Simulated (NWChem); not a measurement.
All runs are NWChem calculations. System: trisilylphosphine (H₉PSi₃), charge 0, spin multiplicity 1, at a geometry optimised with B3LYP/def2-SVP. Level: MP2/def2-SVP, 20 core orbitals frozen.

The NWChem input:

```
start mol
memory heap 200 mb stack 900 mb global 1100 mb
geometry units angstroms nocenter noautoz
  Si    -1.013059     0.172990     1.739541
  P      0.035573    -0.854008     0.000000
  Si    -1.013059     0.172990    -1.739541
  Si     1.999392     0.296614     0.000000
  H     -2.420746    -0.317687     1.778556
  H     -1.024073     1.664169     1.647133
  H     -0.315406    -0.227132     2.995324
  H     -2.420746    -0.317687    -1.778556
  H     -0.315406    -0.227132    -2.995324
  H     -1.024073     1.664169    -1.647133
  H      2.763590    -0.103235    -1.216516
  H      2.763590    -0.103235     1.216516
  H      1.833819     1.781586     0.000000
  symmetry group Cs
end
basis spherical
  * library def2-svp
end
scf
  rhf
  nopen 0
  maxiter 100
  thresh 1e-7
  semidirect memsize 60000000 filesize 0
end
mp2
  freeze core 20
end
task mp2 energy
```

Part of the output:

```
             Northwest Computational Chemistry Package (NWChem) 7.3.0
             --------------------------------------------------------

                                NWChem Input Module
                                -------------------

 Scaling coordinates for geometry "geometry" by  1.889725989
 (inverse scale =  0.529177249)

 Turning off AUTOSYM since
 SYMMETRY directive was detected!

                             Geometry "geometry" -> ""
                             -------------------------

 Output coordinates in angstroms (scale by  1.889725989 to convert to a.u.)

  No.       Tag          Charge          X              Y              Z
 ---- ---------------- ---------- -------------- -------------- --------------
    1 Si                  14.0000    -1.01305900     0.17299000     1.73954100
    2 P                   15.0000     0.03557300    -0.85400800     0.00000000
    3 Si                  14.0000    -1.01305900     0.17299000    -1.73954100
    4 Si                  14.0000     1.99939200     0.29661400     0.00000000
    5 H                    1.0000    -2.42074600    -0.31768700     1.77855600
    6 H                    1.0000    -1.02407300     1.66416900     1.64713300
    7 H                    1.0000    -0.31540600    -0.22713200     2.99532400
    8 H                    1.0000    -2.42074600    -0.31768700    -1.77855600
    9 H                    1.0000    -0.31540600    -0.22713200    -2.99532400
   10 H                    1.0000    -1.02407300     1.66416900    -1.64713300
   11 H                    1.0000     2.76359000    -0.10323500    -1.21651600
   12 H                    1.0000     2.76359000    -0.10323500     1.21651600
   13 H                    1.0000     1.83381900     1.78158600     0.00000000

 Effective nuclear repulsion energy (a.u.)     341.5235393546

            Nuclear Dipole moment (a.u.)
            ----------------------------
        X                 Y               Z
 ---------------- ---------------- ----------------
    -0.0000377945     0.0000226767    -0.0000000000

      Symmetry information
      --------------------

 Group name             Cs
 Group number              2
 Group order               2
 No. of unique centers     8

      Symmetry unique atoms

     1    2    4    5    6    7   11   13


 Summary of "ao basis" -> "" (spherical)
 ------------------------------------------------------------------------------
       Tag                 Description            Shells   Functions and Types
 ---------------- ------------------------------  ------  ---------------------
 *                          def2-svp                  on all atoms

 Summary of "ao basis" -> "ao basis" (spherical)
 ------------------------------------------------------------------------------
       Tag                 Description            Shells   Functions and Types
 ---------------- ------------------------------  ------  ---------------------
 Si                         def2-svp                 8       18   4s3p1d
 P                          def2-svp                 8       18   4s3p1d
 H                          def2-svp                 3        5   2s1p

                                 NWChem SCF Module
                                 -----------------

  ao basis        = "ao basis"
  functions       =   117
  atoms           =    13
  closed shells   =    33
  open shells     =     0
  charge          =   0.00
  wavefunction    = RHF
  use symmetry    = T
  symmetry adapt  = T

 Summary of "ao basis" -> "ao basis" (spherical)
 ------------------------------------------------------------------------------
       Tag                 Description            Shells   Functions and Types
 ---------------- ------------------------------  ------  ---------------------
 Si                         def2-svp                 8       18   4s3p1d
 P                          def2-svp                 8       18   4s3p1d
 H                          def2-svp                 3        5   2s1p

      Symmetry analysis of basis
      --------------------------

        a'         68
        a"         49

 Forming initial guess at       0.0s

      Superposition of Atomic Density Guess
      -------------------------------------

 Sum of atomic energies:       -1211.24680441

      Non-variational initial energy
      ------------------------------

 Total energy =   -1212.518066
 1-e energy   =   -2358.383122
 2-e energy   =     804.341516
 HOMO         =      -0.268842
 LUMO         =       0.051617

      Symmetry analysis of molecular orbitals - initial
      -------------------------------------------------

  Numbering of irreducible representations:

     1 a'          2 a"

  Orbital symmetries:

     1 a'          2 a"          3 a'          4 a'          5 a'
     6 a'          7 a"          8 a'          9 a'         10 a"
    11 a'         12 a'         13 a"         14 a"         15 a'
    16 a"         17 a'         18 a'         19 a"         20 a'
    21 a'         22 a'         23 a"         24 a'         25 a'
    26 a'         27 a"         28 a'         29 a"         30 a"
    31 a'         32 a"         33 a'         34 a'         35 a'
    36 a"         37 a"         38 a'         39 a'         40 a'
    41 a'         42 a"         43 a'

 Starting SCF solution at       0.6s

 ----------------------------------------------
         Quadratically convergent ROHF

 Convergence threshold     :          1.000E-07
 Maximum no. of iterations :          100
 Final Fock-matrix accuracy:          1.000E-09
 ----------------------------------------------
[...]
       Symmetry analysis of molecular orbitals - final
       -----------------------------------------------

  Numbering of irreducible representations:

     1 a'          2 a"

  Orbital symmetries:

     1 a'          2 a'          3 a"          4 a'          5 a'
     6 a'          7 a'          8 a"          9 a'         10 a"
    11 a'         12 a'         13 a'         14 a"         15 a"
    16 a"         17 a'         18 a'         19 a'         20 a"
    21 a'         22 a'         23 a"         24 a'         25 a'
    26 a'         27 a"         28 a'         29 a"         30 a"
    31 a'         32 a"         33 a'         34 a'         35 a"
    36 a'         37 a"         38 a'         39 a'         40 a'
    41 a"         42 a'         43 a'

             Final eigenvalues
             -----------------

              1
    1  -79.8980
    2  -68.7757
    3  -68.7757
    4  -68.7757
    5   -7.4730
    6   -6.1461
    7   -6.1461
    8   -6.1461
    9   -5.3713
   10   -5.3713
   11   -5.3702
   12   -4.2565
   13   -4.2565
   14   -4.2565
   15   -4.2560
   16   -4.2560
   17   -4.2560
   18   -4.2559
   19   -4.2559
   20   -4.2559
   21   -0.8613
   22   -0.7235
   23   -0.7235
   24   -0.6569
   25   -0.5154
   26   -0.5078
   27   -0.5077
   28   -0.4889
   29   -0.4888
   30   -0.4844
   31   -0.4147
   32   -0.4147
   33   -0.3534
   34    0.1240
   35    0.1243
   36    0.1243
   37    0.1514
   38    0.1514
   39    0.1681
   40    0.2060
   41    0.2062
   42    0.2118
   43    0.2442

                       ROHF Final Molecular Orbital Analysis
                       -------------------------------------

 Vector   31  Occ=2.000000D+00  E=-4.147492D-01  Symmetry=a'
              MO Center=  2.4D-01, -3.4D-01, -3.3D-13, r^2= 4.6D+00
   Bfn.  Coefficient  Atom+Function         Bfn.  Coefficient  Atom+Function
  ----- ------------  ---------------      ----- ------------  ---------------
    29      0.355962   2 P  px               26      0.297451   2 P  px
    62     -0.221181   4 Si px               65     -0.204048   4 Si px
    23     -0.167434   2 P  px

 Vector   32  Occ=2.000000D+00  E=-4.146948D-01  Symmetry=a"
              MO Center= -2.2D-01, -3.6D-01,  2.8D-13, r^2= 4.6D+00
   Bfn.  Coefficient  Atom+Function         Bfn.  Coefficient  Atom+Function
  ----- ------------  ---------------      ----- ------------  ---------------
    31      0.356367   2 P  pz               28      0.297735   2 P  pz
    10     -0.182286   1 Si pz               46     -0.182286   3 Si pz
    13     -0.168992   1 Si pz               49     -0.168992   3 Si pz
    25     -0.167599   2 P  pz

 Vector   33  Occ=2.000000D+00  E=-3.533649D-01  Symmetry=a'
              MO Center=  2.6D-02, -6.3D-01,  6.0D-14, r^2= 3.3D+00
   Bfn.  Coefficient  Atom+Function         Bfn.  Coefficient  Atom+Function
  ----- ------------  ---------------      ----- ------------  ---------------
    30      0.561721   2 P  py               27      0.332866   2 P  py
    21     -0.264430   2 P  s                24     -0.194224   2 P  py

 Vector   34  Occ=0.000000D+00  E= 1.239739D-01  Symmetry=a'
              MO Center= -5.7D-03,  2.8D-01,  2.4D-13, r^2= 8.0D+00
   Bfn.  Coefficient  Atom+Function         Bfn.  Coefficient  Atom+Function
  ----- ------------  ---------------      ----- ------------  ---------------
    22      1.635135   2 P  s                30      0.721322   2 P  py
    65      0.723431   4 Si px               13      0.625991   1 Si pz
    49     -0.625991   3 Si pz               66      0.467346   4 Si py
    12      0.437848   1 Si py               48      0.437848   3 Si py
    11     -0.399533   1 Si px               47     -0.399533   3 Si px

 Vector   35  Occ=0.000000D+00  E= 1.242535D-01  Symmetry=a"
              MO Center=  4.0D-01,  1.8D-01,  7.8D-11, r^2= 6.8D+00
   Bfn.  Coefficient  Atom+Function         Bfn.  Coefficient  Atom+Function
  ----- ------------  ---------------      ----- ------------  ---------------
    67      0.934205   4 Si pz              104      0.666403  11 H  s
   109     -0.666403  12 H  s                74      0.605436   5 H  s
    89     -0.605436   8 H  s                11      0.504115   1 Si px
    47     -0.504115   3 Si px               12      0.473402   1 Si py
    48     -0.473402   3 Si py               79     -0.345026   6 H  s

 Vector   36  Occ=0.000000D+00  E= 1.242654D-01  Symmetry=a'
              MO Center= -4.1D-01,  1.5D-01, -7.9D-11, r^2= 6.8D+00
   Bfn.  Coefficient  Atom+Function         Bfn.  Coefficient  Atom+Function
  ----- ------------  ---------------      ----- ------------  ---------------
    84      0.737079   7 H  s                94      0.737079   9 H  s
    11     -0.634169   1 Si px               47     -0.634169   3 Si px
    13     -0.536621   1 Si pz               49      0.536621   3 Si pz
    66     -0.519363   4 Si py               74     -0.416807   5 H  s
    89     -0.416807   8 H  s               114      0.402438  13 H  s

 center of mass
 --------------
 x =   0.00294825 y =  -0.07057985 z =   0.00000000

 moments of inertia (a.u.)
 ------------------
         849.525801252942         -24.386913695666          -0.000000000000
         -24.386913695666        1444.286765654564           0.000000000000
          -0.000000000000           0.000000000000         849.470969712021

  Mulliken analysis of the total density
  --------------------------------------

    Atom       Charge   Shell Charges
 -----------   ------   -------------------------------------------------------
    1 Si  14    13.47   2.00  1.99  0.95  0.18  5.94  1.22  0.99  0.21
    2 P   15    15.58   2.00  1.99  1.09  0.71  5.94  1.45  2.32  0.08
    3 Si  14    13.47   2.00  1.99  0.95  0.18  5.94  1.22  0.99  0.21
    4 Si  14    13.47   2.00  1.99  0.95  0.18  5.94  1.22  0.99  0.21
    5 H    1     1.11   0.74  0.36  0.01
    6 H    1     1.12   0.74  0.37  0.01
    7 H    1     1.11   0.74  0.36  0.01
    8 H    1     1.11   0.74  0.36  0.01
    9 H    1     1.11   0.74  0.36  0.01
   10 H    1     1.12   0.74  0.37  0.01
   11 H    1     1.11   0.74  0.36  0.01
   12 H    1     1.11   0.74  0.36  0.01
   13 H    1     1.12   0.74  0.37  0.01

       Multipole analysis of the density wrt the origin
       ------------------------------------------------

     L   x y z        total         open         nuclear
     -   - - -        -----         ----         -------
     0   0 0 0     -0.000000      0.000000     66.000000

     1   1 0 0     -0.014075      0.000000     -0.000038
     1   0 1 0      0.349579      0.000000      0.000023
     1   0 0 1      0.000000      0.000000     -0.000000

     2   2 0 0    -45.101118      0.000000    419.154404
     2   1 1 0      0.116482      0.000000     13.960726
     2   1 0 1     -0.000000      0.000000      0.000000
     2   0 2 0    -47.895502      0.000000     78.737992
     2   0 1 1     -0.000000      0.000000      0.000000
     2   0 0 2    -45.091507      0.000000    419.187428

                   NWChem MP2 Semi-direct Energy/Gradient Module
                   ---------------------------------------------

  Basis functions       =    117
  Molecular orbitals    =    117
  Frozen core           =     20
  Frozen virtuals       =      0
  Active alpha occupied =     13
  Active beta occupied  =     13
  Active alpha virtual  =     84
  Active beta virtual   =     84
  Use MO symmetry       = T
  Use skeleton AO sym   = T

  AO/Fock/Back tols     =   1.0D-09  1.0D-09  1.0D-09

 GA uses MA = F    GA memory limited = T

 Available:
  local mem=  1.26D+08
 global mem=  1.44D+08
 local disk=  0.00D+00
  mp2_memr nvloc                    84
  nvloc new                    84
   1 passes of  13:        3145728                      55771                  23146795.
   1 passes of  13: M    126120949           G      144151822           F     122975221.

 Semi-direct pass number   1 of   1  for RHF alpha+beta  at        1.4s
  vrange nnbf                  6228
  mp2_eaftype                    88  avail_ma_in_mb                  1099
 EAF : mp2_eaftype filesize          88   11573398.
  mp2_eaf for mointskh                     88
Node 0 wrote     54.4 Mb in      0.0 s     Agg I/O rate:  6955.6 Mb/s
 Done moints_semi at        4.0s
  mp2_eaftype                    88  avail_ma_in_mb                  1011
 EAF : mp2_eaftype filesize          88   11573398.
  mp2_eaf for kh                    88
 Done maket at        4.1s
 Done multipass loop at        4.1s

          -------------------------------------------
          SCF energy               -1212.405528034064
          Correlation energy          -0.430063752232
          Singlet pairs               -0.319352029983
          Triplet pairs               -0.110711722250
          Total MP2 energy         -1212.835591786297
          -------------------------------------------

          ---------------------------------------------------
                    Spin Component Scaled (SCS) MP2
          Same spin pairs                     -0.073807814833
          Same spin scaling factor             0.333333333333
          Opposite spin pairs                 -0.356255937399
          Opposite spin scaling fact.          1.200000000000
          SCS-MP2 correlation energy          -0.452109729824
          Total SCS-MP2 energy             -1212.857637763888
          ---------------------------------------------------

 -----------------------
 Performance information
 -----------------------

 Timer overhead =  1.19D-07 seconds/call

               Nr. of calls         CPU time (s)                 Wall time (s)                GFlops
             ---------------    -------------------     ------------------------------   -------------------
Name         Min   Avg   Max    Min     Avg     Max     Min     Avg     Max   Mx/calls   Min     Max     Sum
mp2: moin     1     1     1    2.6     2.6     2.6      2.6     2.6     2.6     2.6      0.0     0.0     0.0
mp2: make     1     1     1   0.12    0.12    0.12     0.12    0.12    0.12    0.12      0.0     0.0     0.0
mp2: tota     1     1     1    2.7     2.7     2.7      2.7     2.7     2.7     2.7      0.0     0.0     0.0

 The average no. of pstat calls per process was 3.00D+00
 with a timing overhead of 3.58D-07s

 Task  times  cpu:        4.1s     wall:        4.1s

 Total times  cpu:        4.1s     wall:        4.1s
```
